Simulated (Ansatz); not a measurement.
C₅H₇O₂− (`CC(=O)[CH-]C(C)=O`) at its PBE0-D4/def2-TZVPD geometry, where that method's forces vanish. Total charge -1; spin multiplicity 1.

```xyz
14

C     1.3772    1.4280   -1.2952
C     0.4229    0.7832   -0.2889
O    -0.0630    1.5474    0.5698
C     0.2038   -0.5977   -0.4492
C    -0.6269   -1.4362    0.3403
C    -1.3885   -0.8267    1.5022
O    -0.7627   -2.6537    0.1252
H     1.7821    0.7231   -2.0251
H     2.2026    1.8957   -0.7496
H     0.8473    2.2274   -1.8225
H     0.7176   -1.1015   -1.2621
H    -1.9626   -1.6158    1.9922
H    -2.0459   -0.0252    1.1564
H    -0.7038   -0.3479    2.2064
```

(1) What forces (eV/Å) does r2SCAN-D4/def2-TZVPPD give on these atoms in Ansatz 0.2.0? (Estimate.)

## Answers

(1) Ansatz gave: 
```
C1   0.108  0.055 -0.120
C2   0.098 -0.141 -0.169
O3  -0.173  0.250  0.298
C4   0.009 -0.091 -0.040
C5   0.060  0.289  0.012
C6  -0.074  0.067  0.118
O7  -0.045 -0.476 -0.093
H8   0.013  0.019 -0.011
H9  -0.001  0.012 -0.010
H10  0.013  0.009  0.002
H11  0.001 -0.017 -0.006
H12  0.002  0.008 -0.001
H13  0.005  0.006  0.018
H14 -0.017  0.011  0.002
```
